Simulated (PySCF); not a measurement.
NMR data sheet: C₉H₉FO₂

```
Formula                               : C9H9FO2
SMILES                                : CCOC(=O)c1ccccc1F
Point group of the computed structure : C1
Degrees of unsaturation               : 5
Carbon signals                        : 9
Proton signals                        : 6
```

Bonds (- single, = double, # triple, : aromatic): C1-C2, C2-O3, O3-C4, C4=O5, C4-C6, C6:C7, C7:C8, C8:C9, C9:C10, C10:C11, C11-F12, C11:C6. C1 carries H13, H14, H15; C2 carries H16, H17; C7 carries H18; C8 carries H19; C9 carries H20; C10 carries H21.

Calculated, not measured (PySCF): GFN2-xTB geometry, σ from GIAO-PBE0/pcSseg-1. Non-relativistic, isolated molecule, equivalent nuclei averaged, one computed conformer.

Scale: TMS for ¹H (σref 31.72), ¹³C (σref 186.93); ¹⁹F (σref 170.95) against CFCl3; ¹⁷O (σref 336.08) vs H2O (reference shieldings calculated alike).

```tsv
carbon	δC, type	δH (multiplicity)	HMBC from (2–3 bonds)	span of the C tensor (ppm)
C1	16.5, CH3	1.45 (t)	H16/H17	36
C2	63.5, CH2	4.69 (q)	H13/H14/H15	82
C4	171.7, C	–	H18, H16/H17	146
C6	123.4, C	–	H18, H19, H21	161
C7	140.7, CH	8.64 (m)	H20, H19	236
C8	128.6, CH	7.50 (m)	H18, H20, H21	228
C9	140.5, CH	7.78 (m)	H18, H19, H21	237
C10	122.7, CH	7.40 (m)	H20, H19	190
C11	173.2, C	–	H18, H20, H21	150
```

Other nuclei:
```json
{"atoms": "F12", "nucleus": "¹⁹F", "environment": "aryl fluorine", "δ (ppm)": "-106.4", "σ (ppm)": "277.4"}
{"atoms": "O5", "nucleus": "¹⁷O", "environment": "ester carbonyl oxygen", "δ (ppm)": "411.3", "σ (ppm)": "-75.2"}
{"atoms": "O3", "nucleus": "¹⁷O", "environment": "ester alkoxy oxygen", "δ (ppm)": "218.9", "σ (ppm)": "117.2"}
```

Carbon types of the structure: 3 × C, 4 × CH, 1 × CH2, 1 × CH3, which accounts for all hydrogens. δC 173.2: aromatic carbon bearing fluorine; an ipso carbon deshielded by its heteroatom. δC 171.7: ester carbonyl carbon; lone-pair donation from the attached heteroatom keeps it upfield of a ketone carbonyl. δC 140.7, 140.5, 128.6, 122.7: aromatic CH. δC 63.5: sp3 CH2 bonded to O; deshielded by the electronegative neighbour. δH 8.64, 7.78, 7.50, 7.40: hydrogen on an aromatic CH.

Splittings by ¹⁹F in the carbon and heteronuclear signals aren't shown, as no couplings were computed. Shifts are as computed. Against solution values, carbons near 30 ppm lie about +3 ppm off and those near 130 ppm about +5 ppm. Of 1211 compounds with measured shifts, 218 miss one by over three times the rms of a fit or turn the order of signals round; such compounds aren't used in these exercises. Unscaled 19F shifts against computed CFCl3 carry errors that often reach 10 to 50 ppm. Unscaled 17O shifts of doubly bonded oxygen tend to come out too high, by tens of ppm or more. Experimental scales use liquid or dissolved standards, which lie at an offset from isolated H2O (liquid H2O: subtract about 36 ppm). Multiplicities follow the n + 1 count of equivalent neighbours, as no J values were calculated; m marks all less simple cases, F and P coupling included.
